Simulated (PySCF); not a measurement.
Species: C₆H₈NO₂P.
Structure used (PBE0-D3(BJ)/def2-SVP), in Å, numbered top down from 1:
```xyz
18
C6H8NO2P angstrom
C      2.5855   -0.6805    0.5754
P      1.6617    0.0244   -0.8063
O      1.8906   -0.6775   -2.0947
O      1.9794    1.6075   -0.7316
C     -0.1027    0.0662   -0.3021
C     -0.9628   -1.0062   -0.5354
C     -2.2916   -0.8783   -0.1389
C     -2.7039    0.3119    0.4571
C     -1.7724    1.3362    0.6242
N     -0.5000    1.2146    0.2549
H      2.3622   -1.7529    0.6634
H      2.3469   -0.1623    1.5144
H      3.6567   -0.5590    0.3538
H      1.1927    2.0307   -0.3245
H     -0.5893   -1.9028   -1.0351
H     -3.0018   -1.6929   -0.3016
H     -3.7373    0.4539    0.7796
H     -2.0657    2.2927    1.0693
```

Level: PBE0/pcSseg-1 in PySCF, non-relativistic, on one gas-phase PBE0-D3(BJ)/def2-SVP geometry that isn't relaxed in the solvent. The solvent is an IEF-PCM continuum (cavity from Bondi-type radii × 1.2). Specific hydrogen bonds and non-electrostatic terms are outside this model.

```csv
run,E − E(gas) (kcal/mol),HOMO (eV),HOMO–LUMO gap (eV),dipole (D)
gas,0.00,-7.62,5.92,6.15
P,-5.00,-7.73,6.17,6.81
Q,-10.68,-7.84,6.40,7.59
```

Problem. The runs were made in cyclohexane and dichloromethane. Which run belongs to which solvent?

Solution. P = cyclohexane, Q = dichloromethane. The dielectric constants are 2.017 (cyclohexane), 8.93 (dichloromethane), and the energy falls further as ε rises. In this model the ground state sees the solvent through ε alone.

Problem. How constant is the ratio of the lowering to (ε − 1)/(2ε + 1)?

Solution. 
```json
{"solvent": "cyclohexane", "(ε − 1)/(2ε + 1)": "0.202", "E − E(gas) (kcal/mol)": "-5.00", "ratio (kcal/mol)": "-24.8", "polarisation term (kcal/mol)": "-5.35"}
{"solvent": "dichloromethane", "(ε − 1)/(2ε + 1)": "0.420", "E − E(gas) (kcal/mol)": "-10.68", "ratio (kcal/mol)": "-25.4", "polarisation term (kcal/mol)": "-12.27"}
```

The ratio changes by +2.5 % in size from cyclohexane to dichloromethane. The polarisation term is half the interaction of the solute with the induced surface charges.
